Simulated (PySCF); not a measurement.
# [CsCl2]-: one-bond stretch

Method: PBE0/[Cs def2-TZVPD with ECP46, Cl def2-TZVPD], scalar-relativistic core potentials, density fitting, no spin–orbit coupling, PySCF.

Rigid scan from the singlet minimum (Cs–Cl 3.187 Å (×2); Cl–Cs–Cl 170.3°). Coordinate: the bond from Cs to the last atom (Cl) scaled, the rest fixed. Energies in kJ/mol from the minimum.

```csv
scale of one bond,E (kJ/mol),"dipole size (D, about the centre of mass)"
0.92,9.7,2.13
0.96,2.1,1.81
1.00,0.0,1.72
1.05,2.2,1.96
1.12,10.1,2.70
1.20,21.8,3.77
1.35,43.8,5.93
1.55,67.7,–
1.80,88.6,–
2.20,109.3,–
```

Other isomers or separated fragments may lie lower.
